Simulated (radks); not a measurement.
Values are calculated unless marked as measured or tabulated.
Fractional charge and spin in the 5s shell of caesium: the spin-up occupation runs from 0 to 1 and the spin-down occupation from 0 to 1; the fullest corner is Cs3+, [Kr] 4d10 5p(up 2, down 2) 5s(up 1, down 1). Level of theory: scalar-relativistic Kohn-Sham, PBE, spin-polarised, spherical densities, finite nucleus; Fermi nuclear charge, rms radius of each element as measured or else 0.836 A^(1/3) + 0.57 fm (a radial shooting solver on a logarithmic mesh with Libxc functionals). Energy (eV) above the fullest corner. The planes named below are the two flat planes that join the four corners, with an edge along up + down = one added electron.

\begin{tabular}{lrrr}
down \ up & 0 & 0.5 & 1 \\ \hline
0 & 133.551 & 95.209 & 60.038 \\
0.5 & 95.209 & 60.303 & 28.501 \\
1 & 60.038 & 28.501 & 0.000 \\
\end{tabular}

Corners above the fullest one (they belong to Cs4+ and the next ion): (up 1, down 0) 60.038 eV, (up 0, down 1) 60.038 eV, (up 0, down 0) 133.55 eV. With half an added electron in each spin the energy lies 0.264 eV from the planes, and with half an added electron in spin up alone -1.585 eV. The planes are only a guide here: the flat-plane condition holds for ground states with one frontier orbital, while this shell lies below other occupied shells, so the corners above the fullest one are inner-hole states and not the ground states of those ions.
